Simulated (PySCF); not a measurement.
## TDDFT excited states: B2H5NO

B2H5NO.
Structure used (PBE0-D3(BJ)/def2-SVP), in Å, numbered top down from 1:
```
atom  x, y, z in Å
B1    -1.7713    0.5038    0.3481
O2    -0.6671   -0.2698    0.2997
B3     0.5812    0.0958   -0.1877
N4     1.6208   -0.8214   -0.0750
H5    -1.7432    1.6449   -0.0666
H6    -2.7780    0.0204    0.8172
H7     0.7596    1.1799   -0.6949
H8     2.5575   -0.6308   -0.3994
H9     1.4947   -1.7310    0.3517
```

Theory: TDDFT wB97X-D/def2-SVPD, vertical, gas phase, core orbitals frozen in the response in PySCF.

Task: List the vertical singlet excitations with oscillator strengths and describe the spectrum.

Result: 

```csv
state,E (eV),λ (nm),f,"main configurations (H = HOMO, L = LUMO)"
S1,5.98,207.2,0.0000,H→L (96%)
S2,7.72,160.6,0.049,H-1→L+1 (84%)
S3,7.85,157.9,0.282,H-1→L (88%)
S4,7.91,156.8,0.014,"H→L+3 (55%), H-2→L (31%)"
S5,8.26,150.1,0.0088,"H-2→L (57%), H→L+3 (32%)"
S6,8.35,148.5,0.023,"H→L+1 (62%), H→L+2 (23%)"
S7,8.65,143.3,0.068,"H-1→L+3 (75%), H→L+2 (12%)"
S8,8.95,138.6,0.103,"H→L+2 (54%), H→L+1 (20%), H-1→L+3 (8%)"
S9,9.11,136.1,0.0006,"H-1→L+4 (64%), H-1→L+6 (10%)"
S10,9.33,132.9,0.013,"H-1→L+2 (27%), H-1→L+5 (25%), H-2→L+3 (17%)"
```

Triplets, Tamm–Dancoff:

```tsv
state	E (eV)	λ (nm)	main configurations (H = HOMO, L = LUMO)
T1	5.53	224.2	H→L (92%)
T2	6.61	187.4	H-1→L (46%), H-1→L+3 (46%)
T3	7.51	165.1	H-1→L+1 (46%), H→L+3 (15%), H-2→L (12%)
T4	7.54	164.4	H-1→L+1 (30%), H→L+3 (12%), H-2→L (12%)
```

The lowest singlet comes at 207 nm (577 kJ/mol) in the ultraviolet; it is dark (f under 0.0005); its leading configuration is HOMO→LUMO (96%). The strongest level in the table is S3 at 7.85 eV (158 nm, f = 0.282). Löwdin shares by element: HOMO oxygen 34%, hydrogen 29% or more, boron 25% or more; LUMO boron 49% or more, hydrogen 21% or more, oxygen 20%. The listed states span 3.35 eV, and the widest gap between neighbours is 1.74 eV (S1 to S2). Orbital energies (eV): HOMO-3 -13.37, HOMO-2 -11.82, HOMO-1 -10.42, HOMO -10.26, LUMO 1.34, LUMO+1 1.86, LUMO+2 2.49. Of the 10 states listed, 7 reach f = 0.01 and 1 stays under 0.0005. All these states lie below the vertical ionisation energy of 10.86 eV (ΔSCF). Only the lowest 10 singlets were computed, as vertical energies without vibronic structure.

One conformer stands for the species.
